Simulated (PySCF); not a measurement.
Zn⁺: excitation energy

Zn⁺ [Ar] 3d10 4s1 (2S) → Zn⁺ [Ar] 3d10 4p1 (2P), as a difference of total energies. Calculation: PySCF 2.14, in dyall-av2z; the non-relativistic Hamiltonian (point nucleus). Correlated levels: valence: [Ar] frozen; virtual orbitals above 40 to 60 times the deepest correlated orbital energy dropped. The calculations carry no spin-orbit coupling.

| method | excitation energy (eV) |
| --- | --- |
| UHF | 5.467 |
| LDA | 6.100 |
| PBE | 5.896 |
| PBE0 | 5.807 |
| r2SCAN | 5.863 |
| r2SCAN0 | 5.817 |
| PBEsol | 5.923 |
| CAM-B3LYP | 5.996 |
| B2PLYP | 5.890 |
| MP2 (valence) | 5.820 |
| SCS-MP2 (valence) | 5.774 |

How much does correlation contribute at MP2 (valence)?

5.820 − (5.467) = 0.353 eV, measured against UHF.

These non-relativistic numbers lack the scalar-relativistic shift.

Errors of the correlated levels include the incompleteness of this basis and the frozen core.

For comparison: 6.083 eV (measured; NIST levels, between the centres of gravity of the two terms).
